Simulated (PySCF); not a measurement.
ZrOCl₂, SMILES [O]=[Zr]([Cl])[Cl], multiplicity 1. Coordinates come from a PBE-D3(BJ)/def2-SVP optimisation. The multiplicity is an assumed one; other spin states were not compared. The def2 effective core potentials stand for the cores of Zr; spin–orbit coupling is left out.

Computed equilibrium geometry at PBE-D3(BJ)/def2-SVP (PySCF confirms it by a frequency run) as bond lengths and angles, and its point group:
point group Cs.
Atoms: Zr1 O2 Cl3 Cl4. Bonds (Å): Zr1–O2 1.746, Zr1–Cl3 2.381, Zr1–Cl4 2.381. Angles (°): O2–Zr1–Cl3 111.4, O2–Zr1–Cl4 111.4, Cl3–Zr1–Cl4 119.8.
Charge 0, spin multiplicity 1.
